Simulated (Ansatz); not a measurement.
CH$_{8}$BNSi$_{2}$ (`C[SiH]1[SiH2]B1N`). Charge 0, multiplicity 1. The geometry is a stationary point of PBE0-D4/def2-TZVP. It is one conformer, not always the lowest.

```xyz
13

C     1.173   -1.654    1.087
Si    0.534   -0.656   -0.370
Si    0.591    1.619   -0.898
B    -1.050    0.530   -0.482
N    -2.315    0.740    0.023
H     2.250   -1.811    1.001
H     0.975   -1.128    2.023
H     0.683   -2.629    1.130
H     0.824   -1.290   -1.688
H     1.072    1.882   -2.280
H     0.912    2.752    0.014
H    -2.856    0.020    0.475
H    -2.792    1.626   -0.035
```

Q: What is the dipole moment at ωB97M-V/def2-TZVPP? (Estimate.)

A: Ansatz gave: 2.68 D, with components (-2.12, -0.49, 1.57) D in this frame, pointing from negative to positive charge.

Q: And with PBE, r2SCAN, B3LYP? (An estimate is asked.)

A: The calculation gave: PBE 2.75 D, r2SCAN 2.75 D, B3LYP 2.67 D.

Q: Give the Mulliken charges with ωB97M-V, r2SCAN, B3LYP in def2-TZVPP. (An estimate is asked.)

A: Ansatz gave: 
| atom | ωB97M-V | r2SCAN | B3LYP |
| --- | --- | --- | --- |
| C1 | -0.43 | -0.30 | -0.38 |
| Si2 | 0.05 | 0.11 | 0.08 |
| Si3 | -0.06 | 0.02 | -0.02 |
| B4 | 0.06 | 0.07 | 0.12 |
| N5 | -0.20 | -0.29 | -0.23 |
| H6 | 0.12 | 0.08 | 0.11 |
| H7 | 0.12 | 0.07 | 0.10 |
| H8 | 0.12 | 0.08 | 0.10 |
| H9 | -0.03 | -0.08 | -0.08 |
| H10 | -0.02 | -0.07 | -0.06 |
| H11 | -0.03 | -0.08 | -0.07 |
| H12 | 0.15 | 0.19 | 0.17 |
| H13 | 0.15 | 0.19 | 0.17 |

B3LYP here is the variant with VWN-RPA as its local correlation; programs differ in this.
